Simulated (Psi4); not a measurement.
cobalt atom (Co), quartet; B3LYP/cc-pVDZ run with Psi4.

Psi4 was given this input:
```
memory 2 GB

molecule {
0 4
  Co    0.00000000    0.00000000    0.00000000
}

set basis cc-pvdz
set reference uks

energy('b3lyp')
print_variables()
```

Question: What does Psi4 print? Leave out banner, timings and long lists.

Answer: 
```
   => Loading Basis Set <=

    Name: CC-PVDZ
    Role: ORBITAL
    Keyword: BASIS

         ---------------------------------------------------------
                                   SCF
               by Justin Turney, Rob Parrish, Andy Simmonett
                          and Daniel G. A. Smith
                              UKS Reference
         ---------------------------------------------------------

  ==> Geometry <==

    Molecular point group: d2h
    Geometry (in Angstrom), charge = 0, multiplicity = 4:

       Center              X                  Y                   Z               Mass
    ------------   -----------------  -----------------  -----------------  -----------------
         CO           0.000000000000     0.000000000000     0.000000000000    58.933194290000

  Running in d2h symmetry.

  Rotational constants: A = ************  B = ************  C = ************ [cm^-1]
  Rotational constants: A = ************  B = ************  C = ************ [MHz]
  Nuclear repulsion =    0.000000000000000

  Charge       = 0
  Multiplicity = 4
  Electrons    = 27
  Nalpha       = 15
  Nbeta        = 12

  ==> Algorithm <==

  SCF Algorithm Type is DF.
  DIIS enabled.
  MOM disabled.
  Fractional occupation disabled.
  Guess Type is CORE.
  Energy threshold   = 1.00e-06
  Density threshold  = 1.00e-06
  Integral threshold = 1.00e-12

  ==> Primary Basis <==

  Basis Set: CC-PVDZ
    Blend: CC-PVDZ
    Number of shells: 15
    Number of basis functions: 43
    Number of Cartesian functions: 49
    Spherical Harmonics?: true
    Max angular momentum: 3

  ==> DFT Potential <==

   => LibXC <=

    Version 7.1.2
    S. Lehtola, C. Steigemann, M. J. T. Oliveira, and M. A. L. Marques,  SoftwareX 7, 1–5 (2018) (10.1016/j.softx.2017.11.002)

   => Composite Functional: B3LYP <=

    B3LYP Hyb-GGA Exchange-Correlation Functional

    P. J. Stephens, F. J. Devlin, C. F. Chabalowski, and M. J. Frisch,  J. Phys. Chem. 98, 11623 (1994) (10.1021/j100096a001)

    Deriv               =              1
    GGA                 =           TRUE
    Meta                =          FALSE

    Exchange Hybrid     =           TRUE
    MP2 Hybrid          =          FALSE

   => Exchange Functionals <=

    0.0800   Slater exchange
    0.7200         Becke 88

   => Exact (HF) Exchange <=

    0.2000               HF

   => Correlation Functionals <=

    0.1900   Vosko, Wilk & Nusair (VWN5_RPA)
    0.8100   Lee, Yang & Parr

   => LibXC Density Thresholds  <==

    XC_HYB_GGA_XC_B3LYP:  1.00E-15

   => Molecular Quadrature <=

    Radial Scheme          =       TREUTLER
    Pruning Scheme         =           NONE
    Nuclear Scheme         =       TREUTLER

    Blocking Scheme        =         OCTREE
    BS radius alpha        =              1
    Pruning alpha          =              1
    Radial Points          =             75
    Spherical Points       =            302
    Total Points           =          21436
    Total Blocks           =            240
    Max Points             =            251
    Max Functions          =             43
    Weights Tolerance      =       1.00E-15

   => Loading Basis Set <=

    Name: (CC-PVDZ AUX)
    Role: JKFIT
    Keyword: DF_BASIS_SCF

  ==> Integral Setup <==

  SCF_SUBTYPE=INCORE selected. In-core MEM_DF algorithm will be used.
  Using in-core AOs.

  ==> MemDFJK: Density-Fitted J/K Matrices <==

    J tasked:                   Yes
    K tasked:                   Yes
    wK tasked:                   No
    Algorithm:                 Core
    Schwarz Cutoff:           1E-12
    Mask sparsity (%):       0.0000
    Fitting Condition:        1E-10

   => Auxiliary Basis Set <=

  Basis Set: (CC-PVDZ AUX)
    Blend: DEF2-UNIVERSAL-JKFIT
    Number of shells: 58
    Number of basis functions: 264
    Number of Cartesian functions: 377
    Spherical Harmonics?: true
    Max angular momentum: 6

  Minimum eigenvalue in the overlap matrix is 3.9417387544E-03.
  Reciprocal condition number of the overlap matrix is 1.5559252158E-03.
    Using symmetric orthogonalization.

  ==> Pre-Iterations <==

  SCF Guess: Core (One-Electron) Hamiltonian.

   -------------------------------------------------------
    Irrep   Nso     Nmo     Nalpha   Nbeta   Ndocc  Nsocc
   -------------------------------------------------------
     Ag        12      12       5       5       5       0
     B1g        3       3       1       1       1       0
     B2g        3       3       1       0       0       1
     B3g        3       3       1       0       0       1
     Au         1       1       0       0       0       0
     B1u        7       7       2       2       2       0
     B2u        7       7       3       2       2       1
     B3u        7       7       2       2       2       0
   -------------------------------------------------------
    Total      43      43      15      12      12       3
   -------------------------------------------------------

  ==> Iterations <==

                           Total Energy        Delta E     RMS |[F,P]|

    Occupation by irrep:
             Ag   B1g   B2g   B3g    Au   B1u   B2u   B3u
    DOCC [     4,    0,    0,    0,    0,    3,    2,    3 ]
    SOCC [     2,    0,    0,    0,    0,    0,    1,    0 ]
    NA   [     6,    0,    0,    0,    0,    3,    3,    3 ]
    NB   [     4,    0,    0,    0,    0,    3,    2,    3 ]

   @DF-UKS iter   1: -1363.58782956541108   -1.36359e+03   2.64280e-01 ADIIS
    Occupation by irrep:
             Ag   B1g   B2g   B3g    Au   B1u   B2u   B3u
    DOCC [     5,    1,    0,    0,    0,    2,    2,    2 ]
    SOCC [     1,    0,    1,    1,    0,    0,    0,    0 ]
    NA   [     6,    1,    1,    1,    0,    2,    2,    2 ]
    NB   [     5,    1,    0,    0,    0,    2,    2,    2 ]

   @DF-UKS iter   2: -1334.76313983722162    2.88247e+01   6.66410e-01 ADIIS
   @DF-UKS iter   3: -1382.50483605274826   -4.77417e+01   5.20849e-02 DIIS/ADIIS
   @DF-UKS iter   4: -1382.50096085656332    3.87520e-03   5.48563e-02 DIIS/ADIIS
   @DF-UKS iter   5: -1382.71136781774726   -2.10407e-01   2.93816e-02 DIIS/ADIIS
   @DF-UKS iter   6: -1382.76215508616974   -5.07873e-02   1.69907e-02 DIIS/ADIIS
   @DF-UKS iter   7: -1382.78326383563990   -2.11087e-02   2.98115e-03 DIIS/ADIIS
   @DF-UKS iter   8: -1382.78408218275058   -8.18347e-04   3.68918e-03 DIIS/ADIIS
   @DF-UKS iter   9: -1382.78512067525548   -1.03849e-03   3.41244e-03 DIIS/ADIIS
   @DF-UKS iter  10: -1382.78747443857014   -2.35376e-03   1.64991e-03 DIIS/ADIIS
   @DF-UKS iter  11: -1382.78845164161498   -9.77203e-04   1.23526e-04 DIIS/ADIIS
   @DF-UKS iter  12: -1382.78856065586729   -1.09014e-04   1.52418e-04 DIIS/ADIIS
   @DF-UKS iter  13: -1382.78864661331909   -8.59575e-05   3.44874e-04 DIIS/ADIIS
   @DF-UKS iter  14: -1382.78866718709446   -2.05738e-05   1.14545e-04 DIIS/ADIIS
   @DF-UKS iter  15: -1382.78867421008317   -7.02299e-06   1.78252e-04 DIIS/ADIIS
   @DF-UKS iter  16: -1382.78867892308881   -4.71301e-06   9.43431e-05 DIIS
   @DF-UKS iter  17: -1382.78867971495379   -7.91865e-07   2.06180e-06 DIIS
   @DF-UKS iter  18: -1382.78867970386318    1.10906e-08   1.50868e-05 DIIS
   @DF-UKS iter  19: -1382.78867974380955   -3.99464e-08   1.12617e-05 DIIS
   @DF-UKS iter  20: -1382.78867979276674   -4.89572e-08   4.79388e-06 DIIS
   @DF-UKS iter  21: -1382.78867980278346   -1.00167e-08   1.97106e-07 DIIS
  Energy and wave function converged.

  ==> Post-Iterations <==

   Electrons on quadrature grid:
      Nalpha   =   15.0000002167 ; deviation = 2.167e-07
      Nbeta    =   12.0000002166 ; deviation = 2.166e-07
      Ntotal   =   27.0000004333 ; deviation = 4.333e-07

   @Spin Contamination Metric:   5.627816317E-03
   @S^2 Expected:                3.750000000E+00
   @S^2 Observed:                3.755627816E+00
   @S   Expected:                1.500000000E+00
   @S   Observed:                1.500000000E+00

    Orbital Energies [Eh]
    ---------------------

    Alpha Occupied:

[...]
    Alpha Virtual:

[...]
       7B2u    3.443849

    Beta Occupied:

[...]
    Beta Virtual:

[...]
       7B1u    3.570433

    Final Occupation by Irrep:
             Ag   B1g   B2g   B3g    Au   B1u   B2u   B3u
    DOCC [     5,    1,    0,    0,    0,    2,    2,    2 ]
    SOCC [     1,    0,    1,    1,    0,    0,    0,    0 ]
    NA   [     6,    1,    1,    1,    0,    2,    2,    2 ]
    NB   [     5,    1,    0,    0,    0,    2,    2,    2 ]

  @DF-UKS Final Energy: -1382.78867980278346

   => Energetics <=

    Nuclear Repulsion Energy =              0.0000000000000000
    One-Electron Energy =               -1913.5531838487070218
    Two-Electron Energy =                 578.4836160782671186
    DFT Exchange-Correlation Energy =     -47.7191120323436166
    Empirical Dispersion Energy =           0.0000000000000000
    VV10 Nonlocal Energy =                  0.0000000000000000
    Total Energy =                      -1382.7886798027834629

  UHF NO Occupations:
  HONO-2 :    1B2g 1.0000000
  HONO-1 :    6 Ag 1.0000000
  HONO-0 :    1B3g 1.0000000
  LUNO+0 :    7 Ag 0.0014750
  LUNO+1 :    2B1g 0.0005461
  LUNO+2 :    8 Ag 0.0005279
  LUNO+3 :    3B3u 0.0001006

Computation Completed

Properties will be evaluated at   0.000000,   0.000000,   0.000000 [a0]

Properties computed using the SCF density matrix

 Multipole Moments:

 ------------------------------------------------------------------------------------
     Multipole            Electronic (a.u.)      Nuclear  (a.u.)        Total (a.u.)
 ------------------------------------------------------------------------------------

 L = 1.  Multiply by 2.5417464519 to convert [e a0] to [Debye]
 Dipole X            :          0.0000000            0.0000000            0.0000000
 Dipole Y            :          0.0000000            0.0000000            0.0000000
 Dipole Z            :          0.0000000            0.0000000            0.0000000
 Magnitude           :                                                    0.0000000

 ------------------------------------------------------------------------------------

  Variable Map:
  ----------------------------------------------------------------------------
[...]
  Array Variable Map:
  ----------------------------------------------------------------------------
[...]
[...]
```
